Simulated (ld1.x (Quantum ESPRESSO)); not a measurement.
# Which setting gave this result? (Bi (Z = 83), TM)

Base potential:

ld1.x (Quantum ESPRESSO) 7.5 input, shortened:

```
&input
   title='Bi', zed=83., rel=2, dft='PZ', iswitch=3,
   config='[Xe] 4f14 5d10 6s2 6p3', rel_dist='average'
 /
 &inputp
   pseudotype=2, tm=.true., lloc=0,
   nlcc=.true., rcore=1.60
 /
3
6P  2  1   3.00   0.00  1.85  1.85  0.0
5D  3  2  10.00   0.00  1.80  1.80  0.0
6S  1  0   2.00   0.00  1.70  1.70  0.0
 &test
   configts(1)='5d10 6s2 6p3'
 /
```

Open shells are filled in proportion to 2j + 1 (rel_dist='average').

Cutoffs, loose and tight: the cutoffs (Ry, on a coarse ladder) from which the occupation-weighted sum of valence levels, in a spherical-Bessel basis at the reference potential, stays within 10 and 1 mRy of its value at 400 Ry. They do not see the model core or the augmentation charge, which bear on the density cutoff. Test errors are all-electron minus pseudo excitation energies from the reference, over the configurations 5d10 6s2 6p2; 5d10 6s2 6p1; 5d10 6s2 6p0; 5d9 6s2 6p3; 5d10 6s0 6p5; 5d10 6s1 6p4; 5d10 6s2 6p3.3; variants that change the core or the reference have their own tests. The largest error is taken over the tests solved by every variant that gives reliable tests at all, those not shown here included: 5d10 6s0 6p5; 5d10 6s1 6p4; 5d10 6s2 6p0; 5d10 6s2 6p1; 5d10 6s2 6p2; 5d10 6s2 6p3.3.

Only the scale of all radii but the core radius (base = 1) is moved (1 further runs of the sweep failed or gave no value and are left out):

| scale of all radii but the core radius (base = 1) | cutoff, loose | cutoff, tight | bound ghosts | largest test error (meV) |
| --- | --- | --- | --- | --- |
| 0.89 | 100 Ry | 140 Ry | p1/2, p3/2 | +11 |
| 0.99 | 60 Ry | 100 Ry | none | -71 |
| 1.22 | 50 Ry | 80 Ry | none | -12 |
| 1.37 | 45 Ry | 80 Ry | none | -24 |

Question: One more run gave cutoff, loose: 55 Ry; cutoff, tight: 90 Ry; bound ghosts: none; largest test error (meV): -6.2. Which value of the scale of all radii but the core radius (base = 1) was used?

Answer: 1.11. The loose cutoff moves one way along this sweep, from 100 Ry at 0.89 to 45 Ry at 1.37, which places the run between 0.99 and 1.22.
